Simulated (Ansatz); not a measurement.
Molecule: C₂H₃O (charge -1, singlet). It need not be the lowest isomer of its formula. Whether it binds its extra electron was not tested at this geometry. 
Structure (B3LYP-D3(BJ)/def2-TZVP (Ansatz, a program for electronic structure) minimum search):
SMILES: O[C-]=C
```xyz
6

C      1.1912     0.0244     0.0032
C     -0.0166    -0.3001     0.5189
O     -1.0756     0.1804    -0.3534
H      1.3254     0.5728    -0.9412
H      2.0986    -0.2600     0.5301
H     -1.8664    -0.1020     0.1056
```
Charge -1, spin multiplicity 1.

Parts of the frozen-core correlation energy in STO-3G (Ansatz, hartree). Frozen orbitals: 3; correlated occupied orbitals by spin: 9 and 9; virtual: 6 and 6. No spin-orbit coupling. No relativistic terms.

```json
[
 {"term": "reference (HF)", "value": "-150.10086"},
 {"term": "MP2 opposite-spin", "value": "-0.11380"},
 {"term": "MP2 same-spin", "value": "-0.01953"},
 {"term": "CCSD correlation", "value": "-0.17045"},
 {"term": "(T)", "value": "-0.00322"},
 {"term": "FCI minus CCSD(T)", "value": "-0.00092"},
 {"term": "T1 diagnostic", "value": "0.015"},
 {"term": "largest doubles amplitude", "value": "0.146"}
]
```
